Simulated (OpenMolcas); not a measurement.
An atom or ion with 25 electrons was computed by SS-CASPT2, IPEA 0.25 Eh, imaginary shift 0.1 Eh with spin-orbit coupling (OpenMolcas, ANO-RCC-VTZP, DKH2). The lowest levels that the run gave, each within 12 % of the measured value where one is at hand:

| J | Parity | E (cm-1) | g |
| --- | --- | --- | --- |
| 9/2 | even | 0.0 | 1.333 |
| 7/2 | even | 1554 | 1.238 |
| 5/2 | even | 2670 | 1.029 |
| 3/2 | even | 3410 | 0.401 |
| 5/2 | even | 20900 | 1.599 |
| 3/2 | even | 21340 | 1.713 |
| 1/2 | even | 22120 | 2.629 |
| 9/2 | even | 22310 | 1.106 |
| 7/2 | even | 23810 | 0.889 |
| 3/2 | even | 28880 | 1.222 |
| 11/2 | even | 29950 | 1.091 |
| 1/2 | even | 30730 | 0.707 |

Which ion is it, and what are the configurations and terms?

Cu V (Z = 29, charge +4; active space 7 electrons in 5 orbitals (3d)). J, parity and g give the terms where levels are pure, and mixed ones are named by the computed weights; the size of the splittings, set against known spectra of the 25-electron sequence, gives the charge. In order, with the measured energies in cm-1 (Sugar and Musgrove, J. Phys. Chem. Ref. Data 19, 527 (1990)): 3d7 4F 9/2, 3d7 4F 7/2 (1616), 3d7 4F 5/2 (2759), 3d7 4F 3/2 (3528), 3d7 4P 5/2 (20827), 3d7 4P 3/2 (21066), 3d7 4P 1/2 (21935), 3d7 2G 9/2 (22575), 3d7 2G 7/2 (24100), 3d7 2P 3/2 [71 %] (27016), 3d7 2H 11/2 (30402), 3d7 2P 1/2 (28367).

CASPT2 does not keep the components of a term degenerate, so their means are used; among the terms shown or strongly mixed into the levels shown the widest spread is 1300 cm-1 (3d7 2H). The CASPT2 spread within a term exceeds the gap to the next term for 3d7 2P and 3d7 2H, 3d7 2H and 3d7 2D(1), so the order of their levels is uncertain. Computed and measured levels are paired by configuration, term and J; levels that our copy of the source lacks, or whose pairing is in doubt (as where it misses far off the trend of its configuration), stay unpaired and out of the deviations. Levels of configurations outside the active space are missing.

A share in square brackets marks a mixed level and gives the weight of the term that names it. A number in round brackets counts repeated terms of one configuration in the order of the reference energies.
